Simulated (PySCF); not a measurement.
## An isoelectronic set: 67 electrons

CCSD(T) in PySCF with x2c-SVPall on every atom, spin-free X2C, for the lowest determinant that a PBE0 search found; no spin–orbit coupling. All have 67 electrons, 11 of them in the valence shells, and the same state, a doublet (π ↑). For ions De leads to the atom and ion picked by measured ionisation energies and electron affinities.

```tsv
species	difference of nuclear charges	Re (Å)	ωe (cm⁻¹)	k (mdyn/Å)	De (eV)	dissociates to
SnCl	33	2.396	360	2.06	3.34	Sn + Cl
TeP	37	2.286	446	2.93	2.35	Te + P
SiI	39	2.474	357	1.73	2.83	Si + I
PI⁺	38	2.310	424	2.64	3.36	P + I⁺
```

(1) Which member of the whole set has the stiffest bond, and how does it compare with the softest?

Correlated steps freeze 23 core orbitals. UHF and ROHF references stand side by side, which adds small steps between rows. Correlated levels converge slowly with the basis: in double zeta they bind strong bonds too weakly, by up to about 1 eV, and carry superposition errors of some tenths. Spin–orbit coupling is left out, which matters for elements this heavy, above all for dissociation energies. For an ion De counts to the pair picked by the measured ionisation energies or electron affinities, which need not be the lowest pair at this level. States were picked by a PBE0 search and need not be the measured ground states.

Answers

(1) TeP with k = 2.93 mdyn/Å, 1.7 times that of SiI.
